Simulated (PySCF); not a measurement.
1-methyl-2,5-dihydropyrrole (C₅H₉N), SMILES CN1CC=CC1.

Geometry optimised at B3LYP-D3(BJ)/def2-SVP. Other conformers were not sampled.

Method: TDDFT-PBE/def2-SVPD run with PySCF.

Vertical excitations.  State labels are in the subgroup Cs.

```csv
state,symmetry,energy (eV),λ (nm),f,main pairs
S1,A",3.97,312,0.011,HOMO→LUMO 99 %
S2,A',4.73,262,0.029,HOMO→LUMO+1 100 %
S3,A',5.33,233,0.002,HOMO→LUMO+2 100 %
S4,A",5.53,224,0.001,HOMO→LUMO+3 100 %
S5,A',6.15,201,0.009,HOMO→LUMO+4 99 %
S6,A",6.25,198,0.000,HOMO→LUMO+5 100 %
S7,A',6.26,198,0.002,HOMO−1→LUMO+1 99 %
S8,A',6.63,187,0.027,HOMO→LUMO+6 84 %
S9,A',6.68,186,0.041,HOMO→LUMO+7 83 %
S10,A",6.81,182,0.002,"HOMO→LUMO+9 71 %, HOMO−1→LUMO 27 %"
T1,A",3.78,328,0,HOMO→LUMO 94 %
T2,A",4.48,276,0,HOMO−1→LUMO 93 %
T3,A',4.59,270,0,HOMO→LUMO+1 100 %
T4,A',5.28,235,0,HOMO→LUMO+2 100 %
```
Triplets are in the Tamm–Dancoff approximation, which puts them higher than full response would, so one can lie above its singlet here.
